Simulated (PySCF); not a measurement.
Core-level binding energies of `[SiH3][SiH2]O[SiH2]C1CC1`

Species: C3H12OSi3.
SMILES with atom numbers: `[SiH3:1][SiH2:2][O:3][SiH2:4][CH:5]1[CH2:6][CH2:7]1`

Computed, not measured: delta-SCF UKS SCAN, pcX-2 on the ionised atom, pcseg-1 elsewhere, spin-free X2C (PySCF 2.14.0). These are vertical core ionisation energies against the vacuum level, from separate self-consistent calculations with and without the core hole.

**Question.** List the computed XPS lines with their assignment.

**Answer.** 
```json
{"atom(s)": "Si4", "bonded to": "O, C and 2 H", "level": "Si 1s", "binding energy (eV)": "1846.95", "2p1/2 (eV)": "–", "above the level's lowest (eV)": "+0.83", "count": "1"}
{"atom(s)": "Si2", "bonded to": "O, 2 H and Si", "level": "Si 1s", "binding energy (eV)": "1846.93", "2p1/2 (eV)": "–", "above the level's lowest (eV)": "+0.81", "count": "1"}
{"atom(s)": "Si1", "bonded to": "3 H and Si", "level": "Si 1s", "binding energy (eV)": "1846.12", "2p1/2 (eV)": "–", "above the level's lowest (eV)": "0.00", "count": "1"}
{"atom(s)": "O3", "bonded to": "2 Si", "level": "O 1s", "binding energy (eV)": "537.50", "2p1/2 (eV)": "–", "above the level's lowest (eV)": "0.00", "count": "1"}
{"atom(s)": "C6/C7", "bonded to": "2 C and 2 H", "level": "C 1s", "binding energy (eV)": "290.75", "2p1/2 (eV)": "–", "above the level's lowest (eV)": "+0.57", "count": "2"}
{"atom(s)": "C5", "bonded to": "2 C, H and Si", "level": "C 1s", "binding energy (eV)": "290.18", "2p1/2 (eV)": "–", "above the level's lowest (eV)": "0.00", "count": "1"}
{"atom(s)": "Si2", "bonded to": "O, 2 H and Si", "level": "Si 2p3/2", "binding energy (eV)": "107.05", "2p1/2 (eV)": "107.68", "above the level's lowest (eV)": "+0.64", "count": "1"}
{"atom(s)": "Si4", "bonded to": "O, C and 2 H", "level": "Si 2p3/2", "binding energy (eV)": "106.99", "2p1/2 (eV)": "107.62", "above the level's lowest (eV)": "+0.58", "count": "1"}
{"atom(s)": "Si1", "bonded to": "3 H and Si", "level": "Si 2p3/2", "binding energy (eV)": "106.41", "2p1/2 (eV)": "107.03", "above the level's lowest (eV)": "0.00", "count": "1"}
```

Lowest listed C 1s: C5, bonded to 2 C, H and Si. Highest, 0.57 eV above it: C6/C7, bonded to 2 C and 2 H.

Lowest listed Si 1s: Si1, bonded to 3 H and Si. Highest, 0.83 eV above it: Si4, bonded to O, C and 2 H. Summing the Pauling electronegativity differences to the bonded atoms, each weighted by its formal bond order, gives +0.90 for the lowest site and +2.79 for the highest; no listed site has a larger sum than the highest. The values 1846.93 and 1846.95 eV lie too close for their order to be trusted.

The listed Si 2p3/2 values span 0.64 eV, from Si1 (bonded to 3 H and Si) to Si2 (bonded to O, 2 H and Si). The widest gap between neighbouring values is 0.58 eV, between 106.41 and 106.99 eV. Summing the Pauling electronegativity differences to the bonded atoms, each weighted by its formal bond order, gives +0.90 for the lowest site and +2.14 for the highest; the largest sum, +2.79, belongs to Si4, 0.06 eV below the top.

**Question.** Which effective nuclear charge Zeff reproduces each element's mean 1s value in the hydrogen-like formula E = 13.606 eV × Zeff²?

**Answer.** C (Z = 6): mean 290.6 eV, Zeff = 4.62, Z − Zeff = 1.38; O (Z = 8): mean 537.5 eV, Zeff = 6.29, Z − Zeff = 1.71; Si (Z = 14): mean 1846.7 eV, Zeff = 11.65, Z − Zeff = 2.35. Means run over the listed sites, weighted by atom count.

**Question.** Which photon energy gives electrons from C 1s of C6/C7 a kinetic energy of 100 eV, and what is their de Broglie wavelength?

**Answer.** hν = 290.75 + 100 = 390.75 eV, recoil neglected; λ = 12.264 Å/√(E/eV) = 1.23 Å.

One atom of each set of topologically equivalent atoms was ionised and stands for the set; in this conformer not all members are related by symmetry, and their own values weren't computed. Spin–orbit and ligand-field terms were added within each 2p shell after the spin-free SCF. 2p1/2 minus 2p3/2 (ligand field included): Si 0.62 eV. Geometry: PBE0-D3(BJ)/def2-SVP, one conformer, isolated molecule.

Shape of the structure used: `[SiH3:1][SiH2:2][O:3][SiH2:4][CH:5]1[CH2:6][CH2:7]1`: Si1–Si2–O3–Si4 180°, Si2–O3–Si4–C5 174°, O3–Si4–C5–C6 -152°.
